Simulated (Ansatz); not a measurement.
The cluster S7⁻, relaxed as a doublet with UKS r2SCAN-D4/def2-SVPD in Ansatz, starting from the GFN1-xTB geometry. Force threshold 0.02 eV/Å.

The relaxation made no stability test and no search for a lower SCF solution. Another isomer (doublet) lies 0.29 eV lower at PBE0-D4/def2-TZVPD; other spin states weren't run for this one.

Start:

```xyz
7

S     0.435   -2.034    2.134
S    -0.237    3.385   -2.677
S    -0.436   -0.488   -0.776
S     0.139   -3.979    1.833
S     1.131   -1.088    0.418
S    -1.144    1.340   -0.142
S     0.112    2.865   -0.790
```

Task: Estimate the energy that the relaxation releases and the steps that it takes.

Result: 0.09 eV, in 12 steps; 2 min on 4 threads of Arm Neoverse V1 on a shared host. The force fell under the threshold at step 8, but the optimiser went on. No frequencies were taken in this run, so the end may be a saddle point.

Task: Does the start keep its bonding?

Result: By distances, no bond broke or formed. The bond that changes most is S6–S7, from 2.08 to 2.13 Å (atoms count from 1).

Task: Predict the relaxed structure.

Result: 
```xyz
7

S     0.6134   -2.0741    2.1464
S    -0.2220    3.1521   -2.7313
S    -0.3027   -0.4699   -0.7486
S    -0.1858   -3.8373    1.6560
S     1.3284   -1.0126    0.4428
S    -1.1673    1.2866   -0.0149
S    -0.0640    2.9553   -0.7503
```
Bond lengths: 6 × S–S 2.00 to 2.13 Å.
